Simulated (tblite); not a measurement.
Compound: C₇H₁₁ (doublet state).
Z-matrix (Å and degrees, GFN2-xTB geometry), rows numbered from 1:
```
C 
C   1  1.4790
C   2  1.4899  1  123.57
C   3  1.5142  2  104.41  1  -176.04
C   4  1.4990  3  115.71  2    56.82
C   5  1.4991  4   60.16  3   -97.51
C   2  1.4897  1  123.60  3   169.23
H   1  1.0986  2  111.80  3   -81.36
H   1  1.0893  2  110.73  3   159.13
H   1  1.0905  2  110.96  3    38.01
H   3  1.0972  2  111.97  1   -54.33
H   3  1.1010  2  111.72  1    64.76
H   4  1.0806  3  118.09  2  -152.48
H   5  1.0795  4  118.16  6  -108.11
H   5  1.0798  4  117.96  6   107.94
H   6  1.0803  4  121.95  5   107.80
H   7  1.0972  2  111.93  1    54.49
H   7  1.1009  2  111.68  1   -64.62
```

Structure optimised with GFN2-xTB, isolated species. This method treats the open shell by occupation alone, without spin polarisation.

Take the most abundant isotopes and a rigid rotor. The values belong to one conformer with, in the numbering `[CH3:1][C:2]1[CH2:3][C@@H:4]2[CH2:5][C@@H:6]2[CH2:7]1`, C1–C2–C3–C4 -176°, C2–C3–C4–C5 57°, C3–C4–C5–C6 -98°, C4–C5–C6–C7 98°.

Q: What are A, B and C (GHz)?

A: Ia = 94.11, Ib = 224.50, Ic = 268.83 u·Å²; 505379 MHz·u·Å²/I gives 5370, 2251 and 1880 MHz, that is A = 5.3701, B = 2.2511, C = 1.8799 GHz.

Q: What kind of rotor is it?

A: An asymmetric top: κ = (2 × 2251 − 5370 − 1880)/(5370 − 1880) = -0.79.

Q: What does the inertial defect say?

A: Not planar: Δ = Ic − Ia − Ib = -49.78 u·Å². For a rigid frame Δ = −2 Σ m c², so Σ m c² = 24.89 u·Å² lies off the ab plane: 11.19 from hydrogen and 13.70 from heavier atoms. The atom farthest from that plane is 1.74 Å away.

Q: Give the other two planar moments, Paa and Pbb, and the rms extents of the mass along the axes.

A: Paa = Σ m a² = (Ib + Ic − Ia)/2 = 199.61 and Pbb = Σ m b² = (Ia + Ic − Ib)/2 = 69.22 u·Å². With the mass M = 95.09 u, the rms extents √(P/M) along a, b and c are 1.45, 0.85, 0.51 Å.

Q: Give the coordinates in the principal-axis frame, origin at the centre of mass.

A: The sense of each axis is arbitrary; atoms in the order of the calculation.
```json
{"atom": "C1", "mass (u)": "12.000", "a (Å)": "2.470", "b (Å)": "0.000", "c (Å)": "-0.271"}
{"atom": "C2", "mass (u)": "12.000", "a (Å)": "1.013", "b (Å)": "0.000", "c (Å)": "-0.014"}
{"atom": "C3", "mass (u)": "12.000", "a (Å)": "0.222", "b (Å)": "-1.235", "c (Å)": "0.243"}
{"atom": "C4", "mass (u)": "12.000", "a (Å)": "-1.209", "b (Å)": "-0.752", "c (Å)": "0.346"}
{"atom": "C5", "mass (u)": "12.000", "a (Å)": "-1.728", "b (Å)": "0.001", "c (Å)": "-0.843"}
{"atom": "C6", "mass (u)": "12.000", "a (Å)": "-1.209", "b (Å)": "0.751", "c (Å)": "0.347"}
{"atom": "C7", "mass (u)": "12.000", "a (Å)": "0.222", "b (Å)": "1.236", "c (Å)": "0.243"}
{"atom": "H8", "mass (u)": "1.008", "a (Å)": "3.048", "b (Å)": "-0.058", "c (Å)": "0.661"}
{"atom": "H9", "mass (u)": "1.008", "a (Å)": "2.771", "b (Å)": "0.914", "c (Å)": "-0.782"}
{"atom": "H10", "mass (u)": "1.008", "a (Å)": "2.759", "b (Å)": "-0.858", "c (Å)": "-0.879"}
{"atom": "H11", "mass (u)": "1.008", "a (Å)": "0.353", "b (Å)": "-1.980", "c (Å)": "-0.552"}
{"atom": "H12", "mass (u)": "1.008", "a (Å)": "0.527", "b (Å)": "-1.727", "c (Å)": "1.180"}
{"atom": "H13", "mass (u)": "1.008", "a (Å)": "-1.898", "b (Å)": "-1.325", "c (Å)": "0.950"}
{"atom": "H14", "mass (u)": "1.008", "a (Å)": "-2.793", "b (Å)": "0.000", "c (Å)": "-1.021"}
{"atom": "H15", "mass (u)": "1.008", "a (Å)": "-1.130", "b (Å)": "0.001", "c (Å)": "-1.742"}
{"atom": "H16", "mass (u)": "1.008", "a (Å)": "-1.897", "b (Å)": "1.322", "c (Å)": "0.953"}
{"atom": "H17", "mass (u)": "1.008", "a (Å)": "0.351", "b (Å)": "1.979", "c (Å)": "-0.554"}
{"atom": "H18", "mass (u)": "1.008", "a (Å)": "0.529", "b (Å)": "1.728", "c (Å)": "1.179"}
```

For this open shell read J as N, the rotation without spin; fine and hyperfine splittings come on top. Its GFN2-xTB frequencies are all real (lowest 50 cm⁻¹). No vibrational averaging or centrifugal distortion is included, and the geometry carries the error of its method.

Hardware: an Arm Neoverse V2 with one thread, no GPU, shared host with 96 logical CPUs at a one-minute load of 29. Cost: 0.32 s of wall time. That covers the optimisation of the geometry.

The numbers are calculated, not measured.
